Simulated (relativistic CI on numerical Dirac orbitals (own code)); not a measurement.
Hyperfine structure of Mn XX, mass number 55

Calculated at this level of theory: Dirac-Coulomb-Breit CI, separate exchange-only KLI orbitals for each configuration, model QED, unscaled Slater integrals (own radial code, finite nucleus).

Configuration list (outside the closed core 1s2): 2s2.2p2, 2s.2p3, 2p4, 2p3.3s, 2p3.3p, 2p3.3d, 2s2.2p.3s, 2s2.2p.3p, 2s2.2p.3d, 2s.2p2.3s, 2s.2p2.3p, 2s.2p2.3d, 2s2.2p.4s, 2s2.2p.4p, 2s2.2p.4d, 2s2.2p.4f. Levels of other configurations are missing.

Nuclear spin I = 5/2, μ = 3.4669 μN, Q = 0.33 b (tables of Stone and Pyykkö). The electronic factors are computed for point nuclear moments, without core polarisation or the Bohr-Weisskopf and QED corrections.

```tsv
Level	E (cm⁻¹)	A (GHz)	B (GHz)
2s2.2p2 3P_1	59498	-1.11	7.58
2s2.2p2 3P_2	99113	58.23	-6.76
2s2.2p2 1D_2	214421	50.16	21.8
2s.2p3 5S°_2	435355	150.7	0.181
2s.2p3 3D°_2	725053	109	18.6
2s.2p3 3D°_1	725856	-81.78	10.8
2s.2p3 3D°_3	745052	153.1	-0.103
2s.2p3 3P°_1	860360	186.4	-10.9
```

Levels with J = 0, under 50 % of one LS term, or S terms without an open s electron are left out. Small factors come from cancelling terms and can be off by tens of per cent or more.

At this charge energies of transitions that change n are usually good to better than 1 %, and those within a shell (Δn = 0) to a few per cent.

(1) Give the hyperfine levels of 2s2.2p2 3P_2 relative to its centre of gravity.

Answers

(1) With K = F(F + 1) − I(I + 1) − J(J + 1), E = AK/2 + B[¾K(K + 1) − I(I + 1)J(J + 1)]/[2I(2I − 1)J(2J − 1)]: F = 1/2: -412.3, F = 3/2: -321.9, F = 5/2: -173, F = 7/2: 31.99, F = 9/2: 289.5 GHz.

LS names give the leading component of a level, which can be under half, so a name can repeat, a term be missing and a line seem to break the LS rules.
